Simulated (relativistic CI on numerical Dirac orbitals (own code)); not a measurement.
## Radial parameters of Ce19+

Method of calculation: Dirac-Coulomb-Breit CI, orbitals from a KLI potential per configuration, model QED (radiative potential, 1s self-energy scaled to tabulated hydrogen-like ionisation energies), unscaled Slater integrals (own radial code, finite nucleus).

Slater integrals F^k, G^k are unscaled and averaged over j, outside the closed core [Ar] 3d10; ζ comes from projecting the Hamiltonian with its Breit term on Σ l·s of the shell.

- 4s2 4p6 4d3: F^2(4d,4d) = 156050, F^4(4d,4d) = 105900, ζ(4d) = 13703 cm⁻¹; <r>(4d) = 0.6494, <r^2>(4d) = 0.4816 (bohr units).
- 4s2 4p5 4d4: ζ(4p) = 118940, F^2(4d,4d) = 156070, F^4(4d,4d) = 105900, F^2(4p,4d) = 159920, G^1(4p,4d) = 201520, G^3(4p,4d) = 128010, ζ(4d) = 13652 cm⁻¹; <r>(4p) = 0.6245, <r^2>(4p) = 0.4406, <r>(4d) = 0.6492, <r^2>(4d) = 0.4814 (bohr units).
- 4s2 4p6 4d2 4f: F^2(4d,4d) = 156010, F^4(4d,4d) = 105860, ζ(4d) = 13719, F^2(4d,4f) = 153210, F^4(4d,4f) = 100540, G^1(4d,4f) = 171420, G^3(4d,4f) = 114110, G^5(4d,4f) = 82684, ζ(4f) = 1417.5 cm⁻¹; <r>(4d) = 0.6496, <r^2>(4d) = 0.4819, <r>(4f) = 0.6569, <r^2>(4f) = 0.4939 (bohr units).

Give the Racah parameters of the d shell in 4s2 4p6 4d3.

B = F²/49 − 5F⁴/441 = 1984 cm⁻¹ and C = 35F⁴/441 = 8405 cm⁻¹.

Averages of the first 10 configurations, taken without configuration mixing, which lowers the lowest level and can move excited configurations by several eV; other configurations of the list can lie among them:

```json
{"Configuration": "4s2 4p6 4d3", "Parity": "even", "States": "120", "Average energy above the lowest level (eV)": "10.9"}
{"Configuration": "4s2 4p5 4d4", "Parity": "odd", "States": "1260", "Average energy above the lowest level (eV)": "123.4"}
{"Configuration": "4s2 4p6 4d2 4f", "Parity": "odd", "States": "630", "Average energy above the lowest level (eV)": "132.8"}
{"Configuration": "4s 4p6 4d4", "Parity": "even", "States": "420", "Average energy above the lowest level (eV)": "205.9"}
{"Configuration": "4s2 4p6 4d2 5s", "Parity": "even", "States": "90", "Average energy above the lowest level (eV)": "176.4"}
{"Configuration": "4s 4p6 4d3 4f", "Parity": "odd", "States": "3360", "Average energy above the lowest level (eV)": "326.4"}
{"Configuration": "4s2 4p6 4d2 5p", "Parity": "odd", "States": "270", "Average energy above the lowest level (eV)": "207.2"}
{"Configuration": "4s2 4p6 4d 4f 5s", "Parity": "odd", "States": "280", "Average energy above the lowest level (eV)": "298.9"}
{"Configuration": "4s2 4p6 4d2 5d", "Parity": "even", "States": "450", "Average energy above the lowest level (eV)": "252.9"}
{"Configuration": "4s2 4p6 4d 5s 5p", "Parity": "odd", "States": "120", "Average energy above the lowest level (eV)": "377.0"}
```
